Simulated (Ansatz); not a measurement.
Calculated with Ansatz (gas phase, PBE0-D4/def2-TZVP geometries, no zero-point term in ΔE). CCSD(T)/CBS adds triple-zeta CCSD(T) − MP2 to the extrapolated MP2 energy (def2 sets, frozen cores). DFT in def2-TZVPP. One conformer a species, not always the lowest.

Consider the isomerisation: `CC(N)O[SiH3]` → `CN([SiH3])CO`.

CCSD(T)/CBS gives +90.8 kJ/mol.

(1) Another level gave +81.9 kJ/mol. Which?
A. HF/def2-TZVPP
B. CAM-B3LYP/def2-TZVPP
C. LDA (SPW92)/def2-TZVPP
D. LC-ωPBE/def2-TZVPP

Largest T1 diagnostic among the species: 0.011.

## Answers

(1) C. LDA (SPW92) 81.9, CAM-B3LYP 91.3, LC-ωPBE 87.3, HF/def2-TZVPP 97.4 kJ/mol.

From BLYP to BHLYP (50 % exact exchange), in def2-TZVPP and without D4, ΔE moves by +5.1 kJ/mol. At CCSD(T), def2-SVP lies −8.0 kJ/mol from the extrapolated value and def2-TZVPP −1.9 kJ/mol. In def2-TZVPP, CCSD(T) changes the Hartree–Fock value by −8.5 kJ/mol (the triples alone add −1.1 kJ/mol) and MP2 by −7.6 kJ/mol.

CCSD(T)/CBS has its own doubt, a few kJ/mol and more with outer-core shells, so smaller differences from it don't rank the levels.
